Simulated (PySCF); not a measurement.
**Computed properties of HNP, SMILES [NH+]#P, charge +1**

HNP, SMILES [NH+]#P, charge +1. Coordinates come from a ωB97X-D3(BJ)/def2-TZVPD optimisation. The isomer is the one that the SMILES or the coordinates give; other isomers of the formula were not compared. One conformer was computed; it need not be the lowest. All values are computed for the isolated molecule unless a solvent is named; none is compared with measurement here.

**Structure.** The optimised structure has C∞v symmetry. All 4 harmonic modes at ωB97X-D3(BJ)/def2-TZVPD (PySCF) are real, so it is a minimum.

**Vibrations.** The strongest infrared lines (harmonic, unscaled, degenerate partners summed) lie at 3625 cm⁻¹ (435 km/mol, H 91 %, N 9 %), 714 cm⁻¹ (330 km/mol, H 82 %, N 17 %), 1504 cm⁻¹ (7 km/mol, N 60 %, P 33 %). The softest mode is at 714 cm⁻¹ and the zero-point energy is 9.4 kcal/mol.

**Electronic structure.** PBE0/def2-TZVPD (PySCF) places the frontier levels at -17.73 and -9.67 eV, a gap of 8.06 eV and a mean polarisability of 21.4 bohr³. PBE/def2-TZVPD (PySCF) at the same geometry gives -16.42 and -10.67 eV, so its gap is 2.31 eV narrower. An orbital gap is neither the optical nor the fundamental gap.

**Excitations.** TDA-M06-2X/def2-TZVPD (PySCF) has S1 at 5.22 eV (237 nm, f = 0.000, dark); the most intense of the 10 singlets computed lies at 10.43 eV (f = 0.41). Strengths of degenerate partners are summed. T1 (TDA) is at 4.66 eV, 0.56 eV under S1. TDA-PBE/def2-TZVPD (PySCF) puts S1 at 5.75 eV. No vertical singlet excitation falls in the visible range (under 3.1 eV).

**NMR.** GIAO shifts at B3LYP/pcSseg-2 (PySCF) (non-relativistic, atoms alike by connectivity averaged): ¹H at 5.1 ppm against TMS.
